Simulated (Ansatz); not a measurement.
Basis sets compared for `[Cu][S]c1ccc(C#Cc2ccc(C#Cc3ccccc3)cc2)cc1`. Charge 0, multiplicity 1. Geometry PBE-D4/def2-SVP. Ansatz on 2 threads of AMD EPYC 7R13 on a shared host and a share (18 GiB) of an NVIDIA H100 80GB HBM3; times are rough, and most runs start from earlier orbitals.

```xyz
37

Cu    6.2271   -3.7976    7.5284
S     4.1528   -4.0797    7.9056
C     3.4605   -3.3034    6.4703
C     2.2204   -3.7809    5.9804
C     1.6044   -3.1815    4.8817
C     2.2053   -2.0815    4.2141
C     1.5886   -1.4857    3.0833
C     1.0477   -0.9738    2.0988
C     0.4254   -0.3976    0.9612
C     0.9579    0.7683    0.3457
C     0.3502    1.3259   -0.7765
C    -0.8172    0.7428   -1.3397
C    -1.4307    1.3028   -2.4915
C    -1.9588    1.7784   -3.4996
C    -2.5671    2.3216   -4.6655
C    -3.6956    1.6912   -5.2535
C    -4.2873    2.2258   -6.4027
C    -3.7732    3.3949   -6.9888
C    -2.6582    4.0291   -6.4152
C    -2.0576    3.5028   -5.2666
C    -1.3511   -0.4216   -0.7237
C    -0.7450   -0.9781    0.3995
C     3.4478   -1.6018    4.7106
C     4.0525   -2.1946    5.8170
H     1.7455   -4.6422    6.4734
H     0.6430   -3.5682    4.5132
H     1.8615    1.2289    0.7704
H     0.7724    2.2283   -1.2420
H    -4.0949    0.7761   -4.7926
H    -5.1606    1.7248   -6.8478
H    -4.2418    3.8119   -7.8930
H    -2.2512    4.9451   -6.8702
H    -1.1847    3.9964   -4.8152
H    -2.2549   -0.8819   -1.1485
H    -1.1675   -1.8800    0.8655
H     3.9297   -0.7491    4.2103
H     5.0050   -1.7957    6.2031
```

Single mean-field runs in def2-SVP, def2-TZVP are fitted with def2-universal-jkfit. The restricted singlet is unstable towards broken spin symmetry in Hartree–Fock (as tested in another run); at PBE-D4/def2-TZVP, PBE0-D4/def2-SVP, PBE0-D4/def2-TZVP this wasn't settled.

Binding counts from free atoms (Cu doublet, S triplet, C triplet, H doublet) in the same basis, without a counterpoise term.

```tsv
level	functions	energy (Eh)	HOMO (eV)	LUMO (eV)	binding per atom (eV)	wall time
PBE-D4/def2-SVP	422	-2882.3966	-4.58	-3.35	5.60	3.3 s
PBE0-D4/def2-SVP	422	-2882.4904	-5.40	-2.48	5.46	6.5 s
```

(1) Estimate the rows for PBE-D4/def2-TZVP, PBE0-D4/def2-TZVP (with forces).

Answers

(1) 
```json
{"level": "PBE-D4/def2-TZVP", "functions": "842", "energy (Eh)": "-2883.6730", "HOMO (eV)": "-4.78", "LUMO (eV)": "-3.67", "binding per atom (eV)": "5.50", "wall time": "7 s"}
{"level": "PBE0-D4/def2-TZVP (with forces)", "functions": "842", "energy (Eh)": "-2883.7468", "HOMO (eV)": "-5.51", "LUMO (eV)": "-2.79", "binding per atom (eV)": "5.37", "wall time": "8 s"}
```
